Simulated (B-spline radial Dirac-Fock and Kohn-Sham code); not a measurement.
**Ho²⁴⁺: scattering cross sections and density moments**

System: Ho²⁴⁺, configuration [Kr] 4d7.

Input of the calculation (task.json; shells as n, l, electrons):

```json
{"items": [{
  "Z": 67,
  "q": 24,
  "cfg": [[1, 0, 2], [2, 0, 2], [2, 1, 6], [3, 0, 2], [3, 1, 6], [3, 2, 10], [4, 0, 2], [4, 1, 6], [4, 2, 7]],
  "A": 165,
  "rrms": 5.2022,
  "do": ["scatter"],
  "s": [0.0, 0.05, 0.1, 0.15, 0.2, 0.25, 0.3, 0.35, 0.4, 0.45, 0.5, 0.6, 0.7, 0.8, 0.9, 1.0, 1.1, 1.2, 1.4, 1.6, 1.8, 2.0, 2.5, 3.0, 3.5, 4.0, 5.0, 6.0],
  "pz": [0, 0.1, 0.15, 0.21, 0.31, 0.46, 0.67, 0.98, 1.4, 2.1, 3.1, 4.5, 6.6, 9.7, 14.0, 21.0, 30.0, 44.0, 65.0, 95.0, 140.0],
  "hv_scatter": [1000, 2000, 5000, 8047.8, 17479.3, 20000, 30000, 100000]
}]}
```

Launch: `python xray_run.py task.json out`

Model: relativistic Hartree-Fock (Dirac-Fock) wave functions, averaged over the configuration. Program: a radial atomic solver.

| Property | Result |
| --- | --- |
| Sum of ⟨r⟩ | 12.22 bohr |
| Sum of ⟨r²⟩ | 5.478 bohr² |
| Sum of ⟨1/r⟩ | 437.87 per bohr |
| Langevin diamagnetic susceptibility | -4.34 × 10⁻⁶ cm³/mol |
| Lamb shielding (α²/3)Σ⟨1/r⟩ | 7772 ppm |

Coherent scattering is the Thomson cross section weighted by f₀², without anomalous dispersion; incoherent scattering is Klein-Nishina weighted by S. The Lamb formula is the non-relativistic shielding expression. Electron correlation is left out. A dash stands where the photon energy is too low for the impulse approximation behind that column.

```csv
hν (keV),coherent (b),incoherent (b),incoherent per electron (b)
1,1223,–,–
2,1201,–,–
5,1066,1.584,0.0368
8.0478,881.1,3.373,0.0784
17.4793,462.9,8.339,0.194
20,401.3,9.363,0.218
30,247.6,12.32,0.286
100,38.92,17.07,0.397
```
